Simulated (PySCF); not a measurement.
Theoretical values (PySCF 2.14.0 with density-fitted response routines): geometry: GFN2-xTB, σ from GIAO-PBE0/pcSseg-1. Equivalent nuclei averaged, one conformer, no solvent model, non-relativistic Hamiltonian.

References, each an isolated molecule treated in the same way: ¹H and ¹³C against TMS. Shifts are as computed. Against solution values, carbons near 30 ppm lie about +3 ppm off and those near 130 ppm about +5 ppm. Of 1309 compounds with measured shifts, 239 miss one by over three times the rms of a fit or turn the order of signals round; such compounds aren't used in these exercises.

(1) Order these molecules by the shift of their most deshielded carbon-bound hydrogen, lowest δ first.
A. C=C1C[Si@@H]([SiH3])[Si@@H]1Cl
B. O=C[C@@H]1OC(=O)[SiH2]1
C. CO[SiH2][SiH2][SiH3]

(2) Order these molecules by the shift of their most deshielded carbon, lowest δ first.
A. O=C[C@@H]1OC(=O)[SiH2]1
B. CO[SiH2][SiH2][SiH3]
C. C=C1O[SiH2]OC1=O

(3) How many ¹³C and ¹H signals does each give (equivalence by symmetry and fast rotation, but not about amide C–N or C=N bonds)? `CO[SiH2][SiH2][SiH3]`, `C=C1C[Si@@H]([SiH3])[Si@@H]1Cl`, `O=C[C@@H]1OC(=O)[SiH2]1`, `C=C1O[SiH2]OC1=O`

## Answers

(1) C (3.74 ppm, hydrogen on a methyl carbon bonded to O), A (6.19 ppm, hydrogen on a terminal =CH2 carbon), B (10.47 ppm, hydrogen on an aldehyde carbonyl carbon).

(2) B (56.4 ppm, methyl carbon bonded to O), C (165.1 ppm, carbonyl carbon), A (208.8 ppm, aldehyde carbonyl carbon).

(3) CO[SiH2][SiH2][SiH3]: 1 C, 4 H; C=C1C[Si@@H]([SiH3])[Si@@H]1Cl: 3 C, 7 H; O=C[C@@H]1OC(=O)[SiH2]1: 3 C, 4 H; C=C1O[SiH2]OC1=O: 3 C, 3 H.
